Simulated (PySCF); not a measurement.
Compound: C₆H₇FO₂ (charge -1 and doublet state).
Atom-mapped SMILES: `[CH3:1][C@@H:2]1[C:3]([O-:4])[CH2:5][C:6](=[O:7])[C@H:8]1[F:9]` (hydrogens: H10, H11, H12 on C1; H13 on C2; H14, H15 on C5; H16 on C8)

Structure used (GFN2-xTB), in Å, numbered top down from 1:
```xyz
16
C6H7FO2 angstrom
C      1.9285   -0.5886   -0.0829
C      0.4845   -0.4490    0.3750
C     -0.5423   -0.7907   -0.7192
O     -0.2658   -1.2727   -1.8330
C     -1.8592   -0.2313   -0.2631
C     -1.2229    1.1303   -0.1441
O     -1.5441    2.1688   -0.7679
C      0.0560    0.9815    0.6584
F     -0.1536    1.2024    2.0605
H      2.1297   -1.6241   -0.3508
H      2.6208   -0.2805    0.7013
H      2.0918    0.0240   -0.9669
H      0.3148   -1.0774    1.2633
H     -2.2153   -0.6450    0.6903
H     -2.6386   -0.2683   -1.0199
H      0.8079    1.7292    0.3875
```

The hyperfine couplings belong to this conformer and change with its torsions.

Method: UKS B3LYP, pcH-1 on C F H O, non-relativistic, mean-field spin-orbit, GIAO (PySCF). Whether the extra electron is bound in the gas phase wasn't checked; a finite basis holds it in any case. Couplings are sensitive to structure, and on GFN2-xTB geometries they can be far from those on DFT ones, by a factor of two or more for some ions and for spin on atoms past the first row. Stability of the SCF solution: not tested.

Task: Give the principal g shifts and their parts.

Result: 
```csv
Δg (ppm),1,2,3
relativistic mass correction,-245,-245,-245
gauge correction,54,26,41
orbital Zeeman/spin–orbit,1921,2044,5003
total,1730,1825,4799
```

So g = 2.00405, 2.00414, 2.00712 and g_iso = 2.00510; the tensor is close to axial: the two nearest values differ by 3 % of g3 − g1. 

Task: What are the electron Larmor frequencies g μB B/h along the three axes at 330 mT?

Result: 9.2562, 9.2567, 9.2704 GHz for g1, g2 and g3, a range of 14.2 MHz.

Task: At 9.723 GHz, how far is the centre of the isotropic spectrum from where a free electron (g = 2.002319) resonates?

Result: B = hν/(g μB) with μB/h = 13.99624 MHz/mT gives 346.94 mT for the free electron and 346.46 mT at g_iso, 0.48 mT lower.

Task: In a frozen sample, at which fields do the three g values resonate at 9.5, 34, 94 and 263 GHz (hyperfine left aside), and which band first spreads them over more than twice a line width of 1.0 mT?

Result: 
| band | GHz | B(g3) mT | B(g2) mT | B(g1) mT | spread mT |
| --- | --- | --- | --- | --- | --- |
| X | 9.5 | 338.17 | 338.68 | 338.69 | 0.52 |
| Q | 34.0 | 1210.30 | 1212.10 | 1212.16 | 1.85 |
| W | 94.0 | 3346.13 | 3351.10 | 3351.26 | 5.12 |
| J | 263.0 | 9362.06 | 9375.95 | 9376.39 | 14.34 |

The spread grows in proportion to the frequency. W band is the first where it exceeds 2.0 mT.

The Mulliken spin populations are largest on O7 (+0.26), C6 (+0.25), C3 (+0.19) and O4 (+0.18). Four atoms exceed +0.15.

The HOMO–LUMO gaps are 3.42 eV among the α and 4.91 eV among the β orbitals.
